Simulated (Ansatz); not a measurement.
`C/N=C\B1C[SiH2]1` + `C[O][GeH3]` → `COB1C[SiH2]1` + `C/N=[CH]\[GeH3]`  (redistribution)

Gas-phase electronic energies from Ansatz, PBE0-D4/def2-TZVP geometries. CCSD(T)/CBS adds triple-zeta CCSD(T) − MP2 to the extrapolated MP2 energy (def2 sets, frozen cores). Double bonds are as drawn, so ΔE can hold a change between cis and trans. Functionals use def2-TZVPP. For Ge outer-core shells are correlated without core-valence functions, which leaves a few kJ/mol of doubt a bond. Scalar relativity is left out up to krypton. Each species was taken in one conformer, which may not be the lowest.

```csv
level,ΔE (kcal/mol)
PBE-D4,-20.6
ωB97X-V,-20.7
PBE0,-20.9
SCS-MP2/def2-TZVPP,-19.1
CCSD/def2-TZVPP,-20.7
HF/CBS(def2),-20.5
MP2/CBS(def2),-19.3
CCSD/CBS(def2),-20.8
```

Question: What does CCSD(T)/CBS give? (An estimate is asked.)

Answer: Ansatz gave: -20.4 kcal/mol. The listed levels differ from it by -0.2, -0.3, -0.5, 1.3, -0.3, -0.1, 1.1, -0.4 kcal/mol.

Largest T1 diagnostic among the species: 0.014.
